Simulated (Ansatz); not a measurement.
`[AlH2][C]1=C[SiH2]C1` + `N[Si]1(Cl)CO1` → `[AlH2][NH][Si]1(Cl)CO1` + `C1=C[SiH2]C1`  (ligand exchange at the Al–C bond)

Isolated molecules relaxed with PBE0-D4/def2-TZVP in Ansatz; ΔE leaves out vibrations. CBS: MP2 limit from def2 TZ/QZ plus the TZ coupled-cluster correction, frozen cores. Functionals use def2-TZVPP. Each species was taken in one conformer, which may not be the lowest.

```tsv
species	ωB97X-V energy (Eh)
`[AlH2][C]1=C[SiH2]C1`	-650.33033
`N[Si]1(Cl)CO1`	-920.19035
`[AlH2][NH][Si]1(Cl)CO1`	-1163.21168
`C1=C[SiH2]C1`	-407.34741
```

Work out ΔE.

ΔE = (-1163.21168) + (-407.34741) − (-650.33033) − (-920.19035) = -0.03841 Eh = -24.1 kcal/mol. CCSD(T)/CBS gives -24.3 kcal/mol.

Largest T1 diagnostic among the species: 0.012.
